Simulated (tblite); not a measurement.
C4H4Cl2FS (doublet state).
Cartesian coordinates in Å at the GFN2-xTB level; atoms count from 1:
```
atom  x, y, z in Å
F1     0.315    0.879   -1.563
C2    -0.279    0.596   -0.365
Cl3   -1.433    1.937   -0.034
C4    -1.046   -0.709   -0.529
Cl5   -1.773   -1.204    1.009
C6     0.794    0.591    0.743
C7     1.836   -0.413    0.631
S8     2.228   -1.639   -0.268
H9    -0.362   -1.496   -0.855
H10   -1.844   -0.585   -1.262
H11    1.271    1.578    0.756
H12    0.294    0.464    1.709
```

Level: GFN2-xTB in tblite, geometry and Hessian alike; calculated harmonic values, unscaled, isolated species. The method is semi-empirical: single wavenumbers can be off by several per cent or more. One conformer, not necessarily the lowest. Open shells enter through the occupations alone, without spin polarisation, and single modes of such species can be off by tens of per cent.

Harmonic wavenumbers (cm⁻¹): 31.9, 72.0, 119.4, 138.2, 180.6, 221.2, 285.4, 334.1, 372.4, 413.1, 465.6, 671.4, 758.7, 797.3, 823.6, 863.3, 939.4, 1022.5, 1080.8, 1142.5, 1171.1, 1233.1, 1258.0, 1363.9, 1408.9, 1416.5, 2935.5, 2953.0, 2958.6, 2986.0.

A = 1563, B = 894.4, C = 676.7 MHz; mass 172.939 u (most abundant isotopes); point group C1, symmetry number 1; spin multiplicity 2.

Question: Zero-point energy?

Answer: ½Σν̃ = 15209 cm⁻¹ = 181.94 kJ/mol.

Question: Entropy at 273.15 K, 1 bar (ideal gas, RRHO, classical rotation)?

Answer: Translation 171.30, rotation 125.30, vibration 104.76, spin (R ln 2) 5.76: S = 407.1 J/(mol K).

Question: And Cp and H(273.15 K) − H(0)?

Answer: Cp = 129.98 J/(mol K), of which vibrations give 96.72 (their classical limit is 30 R = 249.4); H(273.15 K) − H(0) = 23.58 kJ/mol without the zero-point energy, 14.50 from vibrations.

Question: What must be added to the electronic energy to get the Gibbs energy at 273.15 K and 1 bar?

Answer: ZPE + [H(273.15 K) − H(0)] − T·S = 181.94 + 23.58 − 111.21 = 94.31 kJ/mol.

Question: How do the functions run with temperature in this model?

Answer: 
```
 T (K)  S (J/(mol K))  Cp (J/(mol K))  H − H(0) (kJ/mol)  G − H(0) (kJ/mol)  ln q(vib)
    50          261.2            54.9               2.14             -10.92       0.70
   100          306.3            76.7               5.45             -25.18       1.94
298.15          418.8           136.8              26.92             -97.95       6.80
373.15          451.6           155.9              37.91            -130.61       8.48
   500          501.1           182.1              59.43            -191.10      11.18
   750          581.8           215.2             109.48            -326.86      16.01
  1000          646.6           234.8             165.91            -480.68      20.26
```

q(vib) and H(0) count from the zero-point level.

Question: Which modes carry the vibrational entropy at 273.15 K?

Answer: 31.9 cm⁻¹: 23.15; 72.0 cm⁻¹: 16.43; 119.4 cm⁻¹: 12.31; 138.2 cm⁻¹: 11.14; 180.6 cm⁻¹: 9.04; 221.2 cm⁻¹: 7.50 J/(mol K); the other 24 give 25.20 together.

Hindered rotation and anharmonicity are outside this model. Other conformers, if any are populated, would add a mixing term that is left out. The structure is chiral; the term R ln 2 for an equal mix with its mirror image is left out.
